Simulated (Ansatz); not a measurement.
Z-matrix (Å, degrees):
```
Si
N 1 1.747
B 1 2.005 2 112.6
H 1 1.502 2 111.4 3 -123.6
H 1 1.491 2 106.9 3 118.9
C 2 1.257 1 124.3 3 120.2
H 3 1.197 1 118.9 2 179.9
H 3 1.194 1 123.4 2 0.1
H 6 1.103 2 124.2 1 0.8
H 6 1.097 2 120.4 1 -179.3
```

The species carries charge 0 and has multiplicity 1.

Problem. List the B3LYP/def2-TZVPP orbital energies in eV (Ansatz). (An estimate is asked.)

Solution. Ansatz gave: Occupied: -1798.83, -389.31, -278.40, -184.14, -143.38, -98.71, -98.69, -98.66, -24.62, -17.08, -14.98, -13.55, -12.51, -11.56, -10.11, -9.71, -9.25, -8.01, -6.92. Lowest empty: -2.64, -1.12, 0.59, 1.32, 1.54, 2.03, 2.26, 2.57.

B3LYP here is the variant with VWN-RPA as its local correlation; programs differ in this.
